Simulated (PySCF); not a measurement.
pyrimidine-1-oxide, C₄H₄N₂O, SMILES [O-][n+]1cccnc1, point group Cs.

Force field and properties: PBE0/pcSseg-1 (PySCF, grid level 2). Vibrational terms come from second-order perturbation theory with semi-diagonal cubic constants, by steps of ±0.6 along the normal coordinates of each isotopologue. The parent has the commonest isotopes.

Equilibrium geometry (Å):

```tsv
atom	x	y	z
O1	2.4707	0.4126	-0.0548
N2	1.2449	0.1389	-0.0342
C3	0.2895	1.1102	0.0145
C4	-1.0436	0.7643	0.0356
C5	-1.3856	-0.5799	0.0065
N6	-0.4456	-1.5260	-0.0412
C7	0.8101	-1.1676	-0.0602
H8	0.6838	2.1201	0.0331
H9	-1.7989	1.5441	0.0743
H10	-2.4208	-0.9125	0.0211
H11	1.6173	-1.8936	-0.0986
```

Q: Give the equilibrium and ground-state rotational constants (MHz) of parent; ²H at 10.

A: 
| species | Ae | Be | Ce | A0 | B0 | C0 | Δ0 (u Å²) | harmonic ZPE (cm⁻¹) |
| --- | --- | --- | --- | --- | --- | --- | --- | --- |
| parent | 6133.3 | 2905.4 | 1971.5 | 6086 | 2888.9 | 1958.9 | 0.020 | 17905 |
| ²H at 10 | 6132.8 | 2774 | 1910.1 | 6084.9 | 2758.5 | 1898 | 0.014 | 17177 |

Δ0 = Ic − Ia − Ib from the ground-state constants.

Q: How is the parent's vibrational correction B0 − Be made up?

A: 
```json
{"axis": "a", "harmonic": "6.06", "Coriolis": "-4.97", "cubic": "-48.4", "total (MHz)": "-47.3"}
{"axis": "b", "harmonic": "2.05", "Coriolis": "-1.49", "cubic": "-17.1", "total (MHz)": "-16.5"}
{"axis": "c", "harmonic": "0.452", "Coriolis": "-0.231", "cubic": "-12.9", "total (MHz)": "-12.6"}
```

Q: And its quartic centrifugal distortion constants from the harmonic force field?

A: Asymmetric top, A reduction, Ir representation: ΔJ = 0.145 kHz, ΔJK = 0.245 kHz, ΔK = 1.05 kHz, δJ = 0.0483 kHz, δK = 0.394 kHz.

Q: Which nuclear quadrupole couplings χaa, χbb, χcc (MHz) does the parent show, at equilibrium and averaged?

A: 14N at 2: 0.8, -0.9, 0.1 and 0.8, -0.9, 0.1; 14N at 6: 0.2, -4.0, 3.8 and 0.2, -3.9, 3.7.

A mode lies under 250 cm⁻¹, where this perturbation treatment is rough.
